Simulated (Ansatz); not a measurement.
Gas-phase reaction in SMILES: [CH2][GeH2][CH3] -> [CH2-][GeH2][CH3] (an electron is taken up)
Geometries: B3LYP-D3(BJ)/def2-TZVP minima from Ansatz (a program for electronic structure), one conformer each, not searched for the lowest.

Property: adiabatic electron affinity (electronic energy difference), positive where the reaction releases energy, in eV. Cores are frozen in the correlated levels unless marked. UHF or UKS for open shells. No spin-orbit coupling. The frozen core is the preceding noble-gas configuration, with the filled d and f shells of earlier blocks. Non-relativistic. Anions need diffuse functions: aug- sets have them; def2-D sets add few; the other sets have none. CBS marks a two-point X^-3 extrapolation of the correlation energy; Hartree-Fock from the larger set.

| level | program | adiabatic electron affinity (eV) |
|---|---|---|
| PBE-D4/def2-TZVPD | Ansatz + dftd4 | 0.90 |

### Question
Predict the CCSD(T)/CBS(aug-cc-pVTZ,aug-cc-pVQZ) result (Ansatz).

### Answer
0.88 eV, so PBE-D4/def2-TZVPD differs from it by 0.02 eV.
